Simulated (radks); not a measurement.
Effect of the nuclear size on the magnesium ion Mg+, [Ne] 3s1. Calculated with a radial shooting solver on a logarithmic mesh with Libxc functionals: Dirac Kohn-Sham, PBE, spin-unpolarised, spherical densities, finite nucleus; Fermi nuclear charge, rms radius 3.057 fm. The rms radius is varied about that value; shifts are against it.

rms radius (fm) = 2.5129: total energy shift (eV) -0.000858; density at nucleus (e/bohr^3) 1162; 1s1/2 shift (meV) -0.356
rms radius (fm) = 2.7849: total energy shift (eV) -0.000450; density at nucleus (e/bohr^3) 1161; 1s1/2 shift (meV) -0.186
rms radius (fm) = 3.057: total energy shift (eV) 0; density at nucleus (e/bohr^3) 1160; 1s1/2 shift (meV) 0.000
rms radius (fm) = 3.3535: total energy shift (eV) 0.000537; density at nucleus (e/bohr^3) 1159; 1s1/2 shift (meV) 0.223
rms radius (fm) = 3.5767: total energy shift (eV) 0.000974; density at nucleus (e/bohr^3) 1158; 1s1/2 shift (meV) 0.404

Slopes of the eigenvalues against <r^2> in GHz/fm^2, as finite differences over the two radii next to the reference (eigenvalue slopes, not the field-shift constants of lines): 1s1/2 28.3.
